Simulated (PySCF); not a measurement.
A structure optimised at B3LYP-D3(BJ)/def2-SVP, used in a PySCF frequency run:

```xyz
12

C      1.1609    -1.1874     0.1008
N     -0.0158    -1.6736     0.1618
C     -1.1888    -0.8457    -0.1412
Si    -0.9260     1.0182     0.1244
N      0.8028     1.2519    -0.1882
C      1.5639     0.2305    -0.1841
H      1.9988    -1.8779     0.2935
H     -2.0543    -1.2657     0.3970
H     -1.4212    -1.0096    -1.2116
H     -1.7172     1.8324    -0.8358
H     -1.2168     1.4717     1.5143
H      2.6497     0.3614    -0.3678
```
Charge 0, spin multiplicity 1.

Task: Write its SMILES and formula.

Result: C1=NC[SiH2]N=C1, C₃H₆N₂Si

Task: What are its rotational constants (standard atomic weights)?

Result: 4.4710, 3.4546, 2.0525 GHz
